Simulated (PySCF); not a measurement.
Dissociation curve of SiBr, doublet.

- ROHF/def2-TZVP (PySCF)
- UHF/def2-TZVP (PySCF)
- UCCSD(T) = CCSD(T) on UHF/def2-TZVP, 14 core orbitals frozen run with PySCF

Energies relative to the lowest point of each curve near equilibrium, in eV:

```tsv
R / Å	ROHF	UHF
1.77	3.222	3.220
1.88	1.585	1.582
2.02	0.489	0.487
2.10	0.184	0.182
2.19	0.025	0.024
2.23	0.001	0.001
2.27	0.000	0.000
2.34	0.043	0.043
2.47	0.229	0.231
2.60	0.499	0.503
2.79	0.964	0.969
3.03	1.574	1.577
```

Question: Predict the corresponding UCCSD(T) column.

Answer: 1.77: 3.107; 1.88: 1.502; 2.02: 0.441; 2.10: 0.155; 2.19: 0.016; 2.23: 0.000; 2.27: 0.007; 2.34: 0.062; 2.47: 0.269; 2.60: 0.557; 2.79: 1.040; 3.03: 1.661 (eV).

The scan ran from 1.77 to 9.00 Å; beyond the distances shown one of the unrestricted levels run for this scan, shown here or not, changes its spin distribution in one step.
